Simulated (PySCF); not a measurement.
**Excitation energy of V by level of theory**

V [Ar] 3d3 4s2 (4F) → V [Ar] 3d3 4s1 4p1 (high-spin determinant), as a difference of total energies. Calculation: PySCF 2.14, in x2c-QZVPPall with one added diffuse shell each of s, p, d, f, g type (12s8p6d4f3g, 121 functions); scalar relativity by spin-free X2C-1e. Correlated levels: valence: [Ar] frozen; valence and next inner shell: [Ne] frozen. The calculations carry no spin-orbit coupling.

| method | excitation energy (eV) |
| --- | --- |
| UHF | 1.041 |
| LDA | 2.224 |
| PBE | 2.017 |
| PBE0 | 1.873 |
| r2SCAN | 1.680 |
| BLYP | 2.420 |
| B2PLYP | 2.234 |
| LC-wPBE | 1.500 |
| MP2 (valence) | 1.812 |
| SCS-MP2 (valence) | 2.102 |
| MP2 (valence and next inner shell) | 1.975 |
| SCS-MP2 (valence and next inner shell) | 2.174 |

**Question.** How much does correlation contribute at MP2 (valence and next inner shell)?

**Answer.** 1.975 − (1.041) = 0.934 eV, measured against UHF.

A first-order spin-orbit estimate (lowest level to lowest level, LS coupling) adds -0.011 eV.

The determinant of the upper state mixes LS terms, which raises its energy above the lowest term, most at the Hartree-Fock and MP2 levels.
